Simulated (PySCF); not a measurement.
Au⁻ (gold, charge -1) across methods

[Xe] 4f14 5d10 6s2, closed-shell 1S. All numbers are calculated (PySCF 2.14, a scalar-relativistic core potential, in def2-TZVPPD with the def2 core potential (60 electrons)).

```json
{"method": "wB97X-V", "E (hartree)": "-135.7289", "mean ε 5p (eV)": "-58.436", "mean ε 5d (eV)": "-3.425", "mean ε 6s (eV)": "-1.529", "Σ⟨r²⟩ (bohr²)": "67.08", "⟨S²⟩": "0.000"}
{"method": "r2SCAN", "E (hartree)": "-135.8359", "mean ε 5p (eV)": "-54.089", "mean ε 5d (eV)": "0.276", "mean ε 6s (eV)": "0.683", "Σ⟨r²⟩ (bohr²)": "66.41", "⟨S²⟩": "0.000"}
{"method": "TPSS", "E (hartree)": "-135.7481", "mean ε 5p (eV)": "-52.779", "mean ε 5d (eV)": "0.532", "mean ε 6s (eV)": "0.923", "Σ⟨r²⟩ (bohr²)": "66.82", "⟨S²⟩": "0.000"}
{"method": "UHF", "E (hartree)": "-134.80585", "mean ε 5p (eV)": "-66.932", "mean ε 5d (eV)": "-5.087", "mean ε 6s (eV)": "-0.803", "Σ⟨r²⟩ (bohr²)": "68.69", "⟨S²⟩": "0.000"}
{"method": "LDA", "E (hartree)": "-135.5934", "mean ε 5p (eV)": "-52.326", "mean ε 5d (eV)": "0.349", "mean ε 6s (eV)": "0.632", "Σ⟨r²⟩ (bohr²)": "66.90", "⟨S²⟩": "0.000"}
{"method": "MN15", "E (hartree)": "-135.5632", "mean ε 5p (eV)": "-55.255", "mean ε 5d (eV)": "-1.848", "mean ε 6s (eV)": "-0.690", "Σ⟨r²⟩ (bohr²)": "67.63", "⟨S²⟩": "0.000"}
{"method": "PBE", "E (hartree)": "-135.8247", "mean ε 5p (eV)": "-52.352", "mean ε 5d (eV)": "0.512", "mean ε 6s (eV)": "0.896", "Σ⟨r²⟩ (bohr²)": "67.02", "⟨S²⟩": "0.000"}
{"method": "r2SCANh", "E (hartree)": "-135.8103", "mean ε 5p (eV)": "-55.381", "mean ε 5d (eV)": "-0.327", "mean ε 6s (eV)": "0.428", "Σ⟨r²⟩ (bohr²)": "66.46", "⟨S²⟩": "0.000"}
```

**Question.** Estimate the same row for PBE0.

**Answer.** E (hartree) = -135.7711; mean ε 5p (eV) = -56.156; mean ε 5d (eV) = -1.050; mean ε 6s (eV) = 0.259; Σ⟨r²⟩ (bohr²) = 66.94; ⟨S²⟩ = 0.000.

Energies and moments cover only the electrons outside the core potential. Spin-orbit coupling, which splits the p, d and f shells strongly at this Z, is absent.

The highest occupied level is positive at r2SCAN, TPSS, LDA, PBE, r2SCANh, PBE0: only the finite basis holds that electron, which in a density functional comes from self-interaction.
